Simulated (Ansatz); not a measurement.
C7H14 can be A, `CC1(C)CCCC1`, or B, `C=CCCCCC`.

Gas-phase electronic energies from Ansatz, PBE0-D4/def2-TZVP geometries. CCSD(T)/CBS adds triple-zeta CCSD(T) − MP2 to the extrapolated MP2 energy (def2 sets, frozen cores). Functionals use def2-TZVPP. One conformer a species, not always the lowest.

A:

Z-matrix (Å, degrees):
```
C
C 1 1.527
H 1 1.094 2 110.8
H 1 1.094 2 110.8 3 119.6
H 1 1.093 2 112.0 3 -120.2
C 2 1.534 1 110.4 3 64.8
C 2 1.519 1 109.7 3 -59.7
C 2 1.534 1 110.4 3 175.7
C 6 1.533 2 105.4 1 77.5
H 6 1.095 2 108.6 1 -164.5
H 6 1.093 2 112.5 1 -46.2
H 7 1.094 2 111.2 1 -59.9
H 7 1.094 2 111.2 1 59.9
H 7 1.094 2 111.0 1 -180.0
C 8 1.532 2 105.4 1 -77.4
H 8 1.094 2 112.5 1 46.3
H 8 1.095 2 108.6 1 164.7
H 9 1.092 6 111.6 2 146.7
H 9 1.092 6 110.8 2 -95.1
H 15 1.092 8 110.7 2 94.6
H 15 1.092 8 111.6 2 -147.1
```

B:

Z-matrix (Å, degrees):
```
C
C 1 1.492
C 1 1.531 2 113.7
H 1 1.094 2 109.2 3 121.9
H 1 1.096 2 109.2 3 -122.1
C 2 1.326 1 124.9 3 -114.4
H 2 1.089 1 116.6 3 65.2
C 3 1.523 1 115.3 2 -58.3
H 3 1.096 1 108.3 2 179.3
H 3 1.095 1 108.4 2 64.2
H 6 1.084 2 121.7 1 179.6
H 6 1.086 2 121.3 1 -0.6
C 8 1.521 3 114.6 1 -59.8
H 8 1.096 3 108.4 1 178.6
H 8 1.096 3 109.9 1 63.6
C 13 1.519 8 112.6 3 -175.9
H 13 1.097 8 109.2 3 -53.8
H 13 1.095 8 110.0 3 62.0
H 16 1.094 13 111.0 8 -59.6
H 16 1.092 13 111.7 8 -179.8
H 16 1.094 13 111.1 8 59.9
```

Task: Which is lower in electronic energy at CCSD(T)/CBS, and by how much? (Best estimate.)

Result: Computed: A, by 19.4 kcal/mol.

Task: Give E(B) − E(A) in kcal/mol with LDA (SPW92), PBE0-D4, r2SCAN-D4, CCSD(T)/def2-SVP, CCSD(T)/def2-TZVPP, HF/def2-TZVPP, CCSD/def2-TZVPP. (Estimate.)

Result: Computed: LDA (SPW92) 25.7, PBE0-D4 21.8, r2SCAN-D4 19.6, CCSD(T)/def2-SVP 20.8, CCSD(T)/def2-TZVPP 19.9, HF/def2-TZVPP 12.6, CCSD/def2-TZVPP 19.5. None reverses the order clearly.

Largest T1 diagnostic: 0.009.

The D4 term adds +3.0 kcal/mol with B3LYP and +1.5 kcal/mol with PBE0; it sums over pairs of atoms, weighted by their polarisabilities, and B3LYP, whose exchange is more repulsive, gets the larger term. At CCSD(T), def2-SVP lies +1.4 kcal/mol from the extrapolated value and def2-TZVPP +0.5 kcal/mol.

B3LYP here is the variant with VWN-RPA as its local correlation; programs differ in this.
